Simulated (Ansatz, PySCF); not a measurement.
C2H7FOSi2, SMILES C=C[Si@H](F)[SiH2]O.

Geometry optimised at ωB97X-D3(BJ)/def2-SVP. The structure was generated by enumeration; whether it is a known compound was not checked. The values are those of a single conformer.

Vertical ionisation energy (IE) and electron affinity (EA) in eV. Rows of orbital energies are one-electron estimates. Where ΔSCF, EOM or ADC give a negative EA the extra electron is unbound and the value depends on the basis.

| level | IE | EA |
|---|---|---|
| −ε(HOMO), −ε(LUMO), CAM-B3LYP/def2-TZVP (PySCF) | 8.84 | -0.02 |
| −ε(HOMO), −ε(LUMO), PBE/def2-TZVP (PySCF) | 6.36 | 1.95 |
| ΔSCF, PBE0/def2-SVPD (Ansatz), final states of multiplicity 2 and 2 | 9.41 | -0.44 |
| ΔSCF, PBE/def2-SVPD (Ansatz), final states of multiplicity 2 and 2 | 9.05 | -0.24 |

**Question.** What vertical singlet–triplet gap does ΔSCF give with PBE0/def2-SVPD (Ansatz, an electronic-structure program) and with PBE/def2-SVPD (Ansatz)? (Estimate from the structure and the level; the computed values follow.)

**Answer.** 4.03 and 4.07 eV (triplet above singlet where positive).
